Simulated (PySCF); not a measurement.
PySCF input for C4H12O4Si, SMILES CO[Si](OC)(OC)OC, B3LYP/pcSseg-1. Geometry optimised at B3LYP-D3(BJ)/def2-SVP. The isomer is the one that the SMILES or the coordinates give; other isomers of the formula were not compared. One conformer was computed; it need not be the lowest.

```python
import numpy as np
from pyscf import gto, scf, dft
from pyscf.prop.nmr import rks as nmr

mol = gto.M(
    atom='''
    C    -1.65063896   -1.45403990   -1.59576475
    O    -1.36134932   -0.26842201   -0.88572810
    Si   -0.00000000   -0.00000000    0.00000000
    O    -0.26842240    1.36134918    0.88572821
    C    -1.45404060    1.65063868    1.59576440
    O     0.26842217   -1.36134971    0.88572746
    C     1.45404017   -1.65063965    1.59576378
    O     1.36134956    0.26842256   -0.88572757
    C     1.65063938    1.45404087   -1.59576343
    H    -1.51811433   -2.34748741   -0.96177762
    H    -1.00175815   -1.56055893   -2.48383880
    H    -2.69699839   -1.41419292   -1.93633320
    H    -1.41419376    2.69699806    1.93633304
    H    -1.56056002    1.00175773    2.48383828
    H    -2.34748784    1.51811417    0.96177686
    H     2.34748757   -1.51811476    0.96177656
    H     1.56055935   -1.00175924    2.48383809
    H     1.41419325   -2.69699924    1.93633179
    H     1.00175882    1.56056044   -2.48383758
    H     1.51811460    2.34748799   -0.96177580
    H     2.69699891    1.41419409   -1.93633163
    ''',
    basis='pcSseg-1',
    charge=0,
    spin=0,
    max_memory=1600,
    verbose=3,
)
mf = dft.RKS(mol, xc='b3lyp').density_fit(auxbasis='def2-universal-jkfit')
mf.grids.level = 3
mf.conv_tol = 1e-10
mf.max_cycle = 100
mf.kernel()
n = nmr.NMR(mf)
n.verbose = 2
n.max_cycle_cphf = 60
sigma = n.kernel()
print('atom   isotropic/ppm   span/ppm')
for i, s in enumerate(sigma):
    w = np.linalg.eigvalsh((s + s.T) / 2)
    print(f'{mol.atom_symbol(i):2s}{i + 1:3d} {w.mean():14.3f} {w[2] - w[0]:11.3f}')
```

Output:

```
converged SCF energy = -750.156978924996
atom   isotropic/ppm   span/ppm
C   1        125.156      81.004
O   2        310.594      92.574
Si  3        425.567      15.967
O   4        310.594      92.574
C   5        125.156      81.004
O   6        310.594      92.574
C   7        125.156      81.004
O   8        310.594      92.574
C   9        125.156      81.004
H  10         27.671      10.877
H  11         27.769      11.234
H  12         27.815      11.101
H  13         27.815      11.101
H  14         27.769      11.234
H  15         27.671      10.877
H  16         27.671      10.877
H  17         27.769      11.234
H  18         27.815      11.101
H  19         27.769      11.234
H  20         27.671      10.877
H  21         27.815      11.101
```

The calculation finished and met its thresholds.
